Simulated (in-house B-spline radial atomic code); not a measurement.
**One electron outside the [Ar] 3d10 core: Ga²⁺**

Computed with an all-electron radial atomic-structure program (B-spline basis), no-pair Dirac-Coulomb Hamiltonian, finite nucleus. Rungs: frozen-core Dirac-Hartree-Fock (DHF); Brueckner orbitals from the second-order correlation potential; the same with the Coulomb interaction screened by the core and the hole-particle interaction summed; Breit and QED terms from differences of relaxed Dirac-Fock atoms, where computed. Partial waves beyond l = 6 are extrapolated. The tables show a selection of states; those near core-excited levels, with erratic corrections or far from their DHF start are never shown.

Removal energies (cm⁻¹):

| state | DHF | second order | screened | Breit + QED | final |
| --- | --- | --- | --- | --- | --- |
| 4s1/2 | 238191 | 247921 | 247087 | -145 | 246942 |
| 4p1/2 | 176095 | 182403 | 182254 | -81.3 | 182173 |
| 4p3/2 | 174532 | 180639 | 180518 | -51.5 | 180466 |
| 5s1/2 | 104769 | ? | ? | ? | ? |
| 4d3/2 | 101941 | 103542 | 103868 | -4.05 | 103864 |
| 4d5/2 | 101806 | ? | ? | ? | ? |

Problem. What does correlation do to 4d5/2?

Solution. It adds 1591 cm⁻¹ to the removal energy in second order and 1912 cm⁻¹ with screening; Breit and QED add 2.88 cm⁻¹, for a final 103720 cm⁻¹.

Problem. What does correlation do to 5s1/2?

Solution. It adds 2350 cm⁻¹ to the removal energy in second order and 2090 cm⁻¹ with screening; Breit and QED add -39.2 cm⁻¹, for a final 106819 cm⁻¹.

Problem. How does the lowest state compare with the NIST ionisation energy?

Solution. 4s1/2 is bound by 30.617 eV, without recoil; NIST lists 30.72576 ± 0.00025 eV (measured), a difference of -0.11 eV.

Electric-dipole lines from 4s1/2 (reduced matrix elements in atomic units, length form, static core polarisation, sign of DHF taken positive):

| upper | DHF | + core polarisation | + Brueckner | λ (nm) | A (s⁻¹) |
| --- | --- | --- | --- | --- | --- |
| 4p1/2 | 1.858 | 1.707 | 1.662 | 154.39 | 7.6e+08 |
| 4p3/2 | 2.63 | 2.418 | 2.354 | 150.43 | 8.25e+08 |

Magnetic hyperfine constants per unit nuclear g factor (MHz, nucleus as a uniformly magnetised ball; they apply to isotopes with nuclear spin):

```csv
state,DHF,+ core polarisation,+ Brueckner
4s1/2,8390,9350,10220
4p1/2,1567,1707,1916
4p3/2,286.7,325.8,365.5
5s1/2,2310,2567,2684
```

Problem. What is the static scalar polarisability of 4s1/2?

Solution. 10.5 bohr³: 1.24 from the core and 9.255 from the valence electron, Pauli blocking included.
